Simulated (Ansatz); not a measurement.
Input file for Ansatz (a quantum-chemistry and plane-wave program): R-PBE/def2-TZVPPD on HCl (SMILES Cl) with ghost functions. Files ending in .json are basis or fitting sets from the Basis Set Exchange.

Ansatz 0.2 input:
```yaml
crystal:
  periodic: [false, false, false]
  atoms:
    - {symbol: Cl, position_ang: [1.20790380, 0.53037820, 0.65711566]}
    - {symbol: H, position_ang: [0.72764192, 0.27999148, 1.82364411]}
basis:
  gaussian:
    orbitals: def2-TZVPPD.json
    ghost_atoms:
      - {symbol: As, position_ang: [-0.35960818, -0.28905008, 4.49634833]}
      - {symbol: H, position_ang: [-0.93328707, 0.76126911, 3.54939725]}
      - {symbol: H, position_ang: [-0.25945295, -1.32431419, 3.37957213]}
      - {symbol: H, position_ang: [1.06871912, 0.19190173, 4.25669109]}
hamiltonian:
  xc: {name: PBE}
scf: {lower_state_search: off}
```

Output:

```
WARN ansatz: RAYON_NUM_THREADS=1 ignored (pool sized by the plan → 1); use --threads N
Functional definition: PBE
these checks for a lower state are left out or cut short: stability, starts, cluster_reference, orbital_swaps, neighbouring_geometries, increment
integrals: 0.08 GiB planned
938 factors; their error is unknown
mean field: 0.57 GiB planned
mean field evaluation 1: about -12534.0194 eV, gradient 1.2e1 eV
mean field evaluation 2: about -12533.9672 eV, gradient 1.4e1 eV
mean field evaluation 4: about -12534.3667 eV, gradient 5.2e-1 eV
mean field evaluation 8: about -12534.3603 eV, gradient 4.3e-3 eV
mean field -12534.36025535 eV, -460.6292432897 hartree, gradient 1.9e-6 eV, S^2 0.000000; 0 other end points of the search recorded, 0 dependent functions left out
reference -12534.36030597 eV, -460.6292451499 hartree; 9, 9 occupied and 164, 164 virtual orbitals, 938 factors
Total energy: -12534.36030597 eV, -460.6292451499 hartree
Checks for a lower state left out: stability, starts, cluster_reference, orbital_swaps, neighbouring_geometries, increment
```

Self-consistency was reached.

Cost: about 1.6 core-seconds (a rough figure).
